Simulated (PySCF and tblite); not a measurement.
Values are calculated unless marked as measured or tabulated.
Conformer ensemble of C8H12O, numbered as in [CH3:1][O:2][C:3]1=[CH:4][C@H:5]2[CH2:6][CH2:7][C@@H:8]1[CH2:9]2

The ensemble was built from 60 distance-geometry starts (ETKDG and KDG, MMFF94s, GFN2-xTB) and rests on GFN2-xTB geometries. Free energies are PBE0-D3(BJ)/def2-SVP single points with GFN2-xTB rigid-rotor and vibrational terms (modes under about 100 cm⁻¹ blended into free rotors). Symmetry numbers and mirror images are counted. Conformers within 4 kcal/mol (GFN2-xTB free energy) were kept, 10 at most. GIAO shieldings: WP04/6-31G*. Run with PySCF (density fitting) and tblite.

Torsions listed: C1–O2–C3–C8. The 5-ring runs over atoms 3–4–5–9–8. The 5-ring runs over atoms 5–6–7–8–9.

```
conformer                                                                                                             shape  symmetry  E(GFN2) kcal/mol  E(DFT) kcal/mol  G(298.15 K) kcal/mol  weight %  dipole D
        1  5-ring envelope (ring torsions 34, -51, 50, -34, 0°); 5-ring envelope (ring torsions 1, 36, -58, 58, -37°); 175°        C1              0.00             0.00                  0.00      99.9      0.89
        2  5-ring envelope (ring torsions 34, -51, 50, -34, 0°); 5-ring envelope (ring torsions 1, 36, -58, 58, -37°); -11°        C1              2.54             4.14                  4.06       0.1      1.75
```

Weights (%) against temperature:

```tsv
T (K)	1	2	S(mix) cal/mol/K
180	100.0	0.0	0.00
250	100.0	0.0	0.01
298.15	99.9	0.1	0.02
320	99.8	0.2	0.03
450	99.0	1.0	0.11
```

Coordinates of conformer 1 (Å):

```xyz
21

C     2.999    0.426   -0.735
O     1.974   -0.525   -0.896
C     0.822   -0.262   -0.238
C     0.451    0.732    0.570
C    -1.000    0.489    0.911
C    -1.806    0.769   -0.379
C    -1.361   -0.374   -1.312
C    -0.370   -1.171   -0.433
C    -1.033   -1.043    0.941
H     2.684    1.410   -1.098
H     3.844    0.071   -1.323
H     3.292    0.514    0.316
H     1.004    1.598    0.880
H    -1.368    1.013    1.791
H    -1.576    1.752   -0.785
H    -2.876    0.724   -0.177
H    -0.882   -0.010   -2.220
H    -2.202   -1.004   -1.598
H    -0.136   -2.166   -0.801
H    -0.431   -1.465    1.744
H    -2.039   -1.458    0.976
```

Coordinates of conformer 2 (Å):

```xyz
21

C     2.942    0.144    0.132
O     2.046   -0.502    1.004
C     0.739   -0.554    0.641
C    -0.226   -1.206    1.294
C    -1.525   -0.884    0.601
C    -1.833    0.598    0.918
C    -0.713    1.346    0.171
C     0.083    0.200   -0.499
C    -1.047   -0.771   -0.850
H     2.978   -0.346   -0.847
H     3.921    0.069    0.603
H     2.688    1.201   -0.002
H    -0.134   -1.781    2.193
H    -2.348   -1.565    0.803
H    -1.814    0.785    1.990
H    -2.817    0.874    0.538
H    -0.086    1.930    0.843
H    -1.118    2.016   -0.588
H     0.727    0.521   -1.314
H    -0.686   -1.716   -1.252
H    -1.788   -0.343   -1.524
```

Search and properties took 91 s on 1 thread of Arm Neoverse V1, on a host shared with other jobs (rough), launched as `OMP_NUM_THREADS=1 python ens_run.py task.json out`.
